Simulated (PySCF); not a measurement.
C3H3, SMILES [CH][C][CH2+] (connectivity only; charge and spin as stated), charge +1, multiplicity 1.

The structure is a stationary point at B3LYP-D3(BJ)/def2-TZVP.

All values below come from PySCF with M06-2X/def2-TZVPD.

The molecule is in vacuum.

```json
{
  "total_energy": "-115.66740 hartree",
  "point_group": "C2v",
  "highest_occupied_level": "-16.67 eV",
  "lowest_empty_level": "-10.10 eV",
  "orbital_gap": "6.58 eV",
  "dipole_moment_about_the_centre_of_nuclear_charge": "0.49 D",
  "mean_static_polarisability": "30.6 bohr³ (4.53 Å³)",
  "polarisability_principal_values": "18.0, 20.7, 53.1 bohr³"
}
```
